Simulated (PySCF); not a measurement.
How methods differ on the excitation energy of In⁺

In⁺ [Kr] 4d10 5s2 (1S) → In⁺ [Kr] 4d10 5s1 5d1 (3D), as a difference of total energies. All numbers are calculated (PySCF 2.14, a scalar-relativistic core potential, in aug-cc-pVDZ-PP with ECP28MDF). Correlated levels: valence: 4s2 4p6 4d10 frozen. The calculations carry no spin-orbit coupling.

```csv
method,excitation energy (eV),error (eV)
UHF,11.150,-1.524
MP2 (valence),11.684,-0.990
SCS-MP2 (valence),11.821,-0.853
CCSD (valence),11.944,-0.730
```

Reference: 12.674 eV (measured; NIST levels, between the centres of gravity of the two terms).

Errors of the correlated levels include the incompleteness of this basis and the frozen core.

With two correlated electrons CCSD is exact in that space.
